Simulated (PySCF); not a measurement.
Cartesian coordinates (Å):
```xyz
6

Y      0.3236    -0.1489     0.0829
F      0.1082    -1.5408     1.5303
O      1.0772     1.6732     0.5646
H      1.4309     2.5506     0.7563
O     -0.2296    -0.6252    -1.8100
H     -0.4801    -0.8070    -2.7243
```
Charge 0, multiplicity 1.

Problem. Estimate the charge on the central atom (Mulliken), total energy, HOMO, dipole moment, LUMO and HOMO–LUMO gap that TPSSh-D3(BJ)/def2-TZVP // TPSS-D3(BJ)/def2-SVP run with PySCF returns for this input.

Solution. 
charge on the central atom (Mulliken): 1.54 e
total energy: -290.1373 Ha
HOMO: -7.43 eV
dipole moment: 2.44 D
LUMO: -1.89 eV
HOMO–LUMO gap: 5.54 eV
